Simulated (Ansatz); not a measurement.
`[F][GaH][SeH]` + HI → `[F][GaH][I]` + H₂Se at 700 K and 1 bar (ligand exchange at a Ga–Se bond).

Calculated with Ansatz (gas phase, PBE0-D4/def2-TZVP geometries, no zero-point term in ΔE). CBS: MP2 limit from def2 TZ/QZ plus the TZ coupled-cluster correction, frozen cores. def2 core potentials past Kr. For Ga, I, Se outer-core shells are correlated without core-valence functions, which leaves a few kJ/mol of doubt a bond. Scalar relativity is left out up to krypton. One conformer a species, not always the lowest.

```json
{"species": "`[F][GaH][SeH]`", "CCSD(T)/CBS energy (Eh)": "-4425.71391", "H − E (kJ/mol)": "94.6", "S (J/(mol·K))": "387.5"}
{"species": "HI", "CCSD(T)/CBS energy (Eh)": "-298.03592", "H − E (kJ/mol)": "34.6", "S (J/(mol·K))": "231.7"}
{"species": "`[F][GaH][I]`", "CCSD(T)/CBS energy (Eh)": "-2321.86103", "H − E (kJ/mol)": "67.2", "S (J/(mol·K))": "373.1"}
{"species": "H₂Se", "CCSD(T)/CBS energy (Eh)": "-2401.89790", "H − E (kJ/mol)": "61.1", "S (J/(mol·K))": "251.1"}
```

H − E and S are ideal-gas, rigid-rotor, harmonic terms from PBE0-D4/def2-TZVP, for one conformer and one mirror image of each species. 1 Eh = 2625.50 kJ/mol, R = 8.31446 J/(mol·K).

Question: By hand: ΔE, ΔH, ΔS and ΔG.

Answer: ΔE = (-2321.86103) + (-2401.89790) − (-4425.71391) − (-298.03592) = -0.00910 Eh = -23.9 kJ/mol. Δ(H − E) = 67.2 + 61.1 − 94.6 − 34.6 = -0.9, so ΔH = -24.8 kJ/mol. ΔS = 373.1 + 251.1 − 387.5 − 231.7 = 5.0 J/(mol·K). ΔG = -24.8 − 700 × (5.0)/1000 = -28.3 kJ/mol.

Question: By hand: the equilibrium constant, and the temperature at which ΔG would vanish if ΔH and ΔS stayed fixed.

Answer: log₁₀ K = −ΔG/(RT ln 10) = 2.1. ΔH and −TΔS have one sign here, so there is no such temperature.

The number of gas molecules stays the same, so ΔS is small and ΔH decides. A doubt of 5 kJ/mol in ΔE shifts log₁₀ K by 0.4 here. Other conformers and mirror images would add mixing entropy, several J/(mol·K) or more a flexible species. These are equilibria of isolated gas molecules and say nothing of rates. Largest T1 diagnostic: 0.012 (customary marks: 0.02 for closed shells, 0.045 for open ones).

ΔS is within the doubt of such terms, so its sign, and with it that verdict, could turn.
